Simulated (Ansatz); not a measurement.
`C=C([SiH3])NC` at its PBE0-D4/def2-TZVP geometry, where that method's forces vanish. The species carries charge 0 and has multiplicity 1.

```csv
atom,x (Å),y (Å),z (Å)
C1,0.544,-1.944,0.101
C2,0.125,-0.678,-0.056
Si3,-1.486,-0.189,0.774
N4,0.784,0.241,-0.849
C5,0.699,1.654,-0.577
H6,1.468,-2.302,-0.346
H7,-0.041,-2.660,0.661
H8,-2.455,0.366,-0.211
H9,-2.054,-1.405,1.406
H10,-1.271,0.850,1.818
H11,1.696,-0.063,-1.158
H12,1.149,2.209,-1.402
H13,1.192,1.959,0.357
H14,-0.349,1.961,-0.520
```

Task: For each bond, give half the difference of the two atoms' forces along it (eV/Å; positive pushes the atoms apart) under PBE-D4, r2SCAN-D4, B3LYP-D4, ωB97M-V in def2-TZVPP. (Best estimate.)

Result: The calculation gave: 
```tsv
bond	length (Å)	PBE-D4	r2SCAN-D4	B3LYP-D4	ωB97M-V
C1–C2	1.343	0.39	0.24	0.05	-0.14
C1–H6	1.088	0.01	-0.08	-0.09	-0.04
C1–H7	1.081	-0.02	-0.10	-0.09	-0.02
C2–Si3	1.878	-0.14	-0.09	0.02	0.03
C2–N4	1.381	-0.04	0.04	0.15	0.29
Si3–H8	1.489	0.08	-0.02	-0.08	-0.12
Si3–H9	1.483	0.08	-0.03	-0.09	-0.12
Si3–H10	1.489	0.07	-0.02	-0.08	-0.12
N4–C5	1.441	0.04	0.18	0.23	0.24
N4–H11	1.010	0.25	-0.02	-0.10	-0.19
C5–H12	1.091	0.07	-0.07	-0.11	-0.09
C5–H13	1.099	0.11	-0.03	-0.06	-0.12
C5–H14	1.094	0.10	-0.06	-0.10	-0.10
```

B3LYP here is the variant with VWN-RPA as its local correlation; programs differ in this.

All numbers were calculated with Ansatz.
